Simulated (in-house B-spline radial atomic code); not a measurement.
Results of a calculation; reference values are marked as such.
Weak and strong correlation along the adiabatic connection

Two-electron singlets in several external potentials (atomic units), by full CI in B-splines with partial waves to l = 8 (correlation energies up to 0.6 % small). The repulsion is scaled by λ at fixed density; W(λ) is the mean repulsion less the Hartree energy, W(0) = E_x, and the area under W from 0 to 1 is E_xc.

Relative drop (W(λ) − E_x)/E_x:

```csv
system,λ = 0.12,λ = 0.25,λ = 0.4,λ = 0.6,λ = 0.8,λ = 1
"−Z exp(−kr)/r, Z = 1.33, k = 0.0419",0.0196,0.0389,0.0589,0.0826,0.1032,0.1213
"−V exp(−r²/w²), V = 1.25, w = 6.25",0.0340,0.0649,0.0944,0.1262,0.1514,0.1719
"−Z exp(−kr)/r, Z = 2.03, k = 0.544",0.0126,0.0255,0.0394,0.0564,0.0719,0.0861
"−V exp(−r²/w²), V = 14.2, w = 1.53",0.0088,0.0178,0.0278,0.0404,0.0521,0.0630
"−V exp(−r²/w²), V = 0.838, w = 12.4",0.0528,0.0963,0.1340,0.1707,0.1975,0.2179
"−Z exp(−kr)/r, Z = 8.31, k = 1.64",0.0023,0.0048,0.0077,0.0114,0.0151,0.0186
"ω²r²/2 − Z/r, ω = 0.0661, Z = 0.5",0.0411,0.0769,0.1100,0.1446,0.1715,0.1930
```

Problem. Order the systems by how far second-order (GL2) theory, half the initial slope (estimated from the first points of each curve), overshoots the correlation energy, least first.
A. −Z exp(−kr)/r, Z = 8.31, k = 1.64
B. −V exp(−r²/w²), V = 1.25, w = 6.25
C. ω²r²/2 − Z/r, ω = 0.0661, Z = 0.5
D. −V exp(−r²/w²), V = 14.2, w = 1.53
E. −V exp(−r²/w²), V = 0.838, w = 12.4
F. −Z exp(−kr)/r, Z = 1.33, k = 0.0419
G. −Z exp(−kr)/r, Z = 2.03, k = 0.544

Solution. A (GL2/E_c = 1.03), D (GL2/E_c = 1.12), G (GL2/E_c = 1.17), F (GL2/E_c = 1.26), B (GL2/E_c = 1.50), C (GL2/E_c = 1.61), E (GL2/E_c = 1.80).

Problem. What else changes along this order?

Solution. The ratio follows the bend of the curve. With it the leading natural occupation goes from 1.999 to 1.818 and −T_c/E_c from 0.97 to 0.56 between the first and the last.
